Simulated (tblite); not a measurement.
Species: C9H8O.
Geometry (GFN2-xTB, Å), atoms numbered from 1 in this order:
```
atom  x, y, z in Å
C1     3.068   -0.760   -0.046
O2     1.718   -1.111    0.164
C3     0.807   -0.154   -0.027
C4     0.938    1.152   -0.405
C5    -0.373    1.761   -0.464
C6    -1.307    0.831   -0.124
C7    -2.722    0.590    0.065
C8    -2.860   -0.704    0.440
C9    -1.550   -1.341    0.506
C10   -0.628   -0.407    0.166
H11    3.652   -1.656    0.156
H12    3.232   -0.436   -1.078
H13    3.374    0.042    0.632
H14    1.847    1.678   -0.629
H15   -0.536    2.790   -0.739
H16   -3.504    1.314   -0.071
H17   -3.778   -1.216    0.662
H18   -1.389   -2.368    0.780
```

The geometry is computed with GFN2-xTB (gas phase).

Masses are those of the commonest isotopes; rigid-rotor values at the optimised geometry. The values belong to one conformer with, in the numbering `[CH3:1][O:2][C:3]1=[CH:4][CH:5]=[C:6]2[CH:7]=[CH:8][CH:9]=[C:10]12`, C1–O2–C3–C4 0°.

Q: What are A, B and C (MHz)?

A: Ia = 153.07, Ib = 491.80, Ic = 641.67 u·Å²; 505379 MHz·u·Å²/I gives A = 3302, B = 1028, C = 787.6 MHz.

Q: Classify the top.

A: An asymmetric top: κ = (2 × 1028 − 3302 − 787.6)/(3302 − 787.6) = -0.81.

Q: What does the inertial defect say?

A: Not planar: Δ = Ic − Ia − Ib = -3.20 u·Å². For a rigid frame Δ = −2 Σ m c², so Σ m c² = 1.60 u·Å² lies off the ab plane, practically all of it from hydrogen. The atom farthest from that plane is 0.89 Å away.

Q: Give the other two planar moments, Paa and Pbb, and the rms extents of the mass along the axes.

A: Paa = Σ m a² = (Ib + Ic − Ia)/2 = 490.20 and Pbb = Σ m b² = (Ia + Ic − Ib)/2 = 151.47 u·Å². With the mass M = 132.06 u, the rms extents √(P/M) along a, b and c are 1.93, 1.07, 0.11 Å.

Q: Where do the levels up to J = 4 lie, in K?

A: Above 0(0,0), as E/k:
J = 1: 1(0,1) 0.087, 1(1,1) 0.196, 1(1,0) 0.208
J = 2: 2(0,2) 0.260, 2(1,2) 0.359, 2(1,1) 0.394, 2(2,1) 0.721, 2(2,0) 0.722
J = 3: 3(0,3) 0.518, 3(1,3) 0.603, 3(1,2) 0.672, 3(2,2) 0.982, 3(2,1) 0.987, 3(3,1) 1.557, 3(3,0) 1.557
J = 4: 4(0,4) 0.859, 4(1,4) 0.926, 4(1,3) 1.041, 4(2,3) 1.330, 4(2,2) 1.343, 4(3,2) 1.907, 4(3,1) 1.908, 4(4,1) 2.710, 4(4,0) 2.710

Its GFN2-xTB frequencies are all real (lowest 97 cm⁻¹). Zero-point vibration and centrifugal distortion are left out.

The run took 0.24 s on Arm Neoverse V1, one thread, shared host. That covers the optimisation of the geometry.
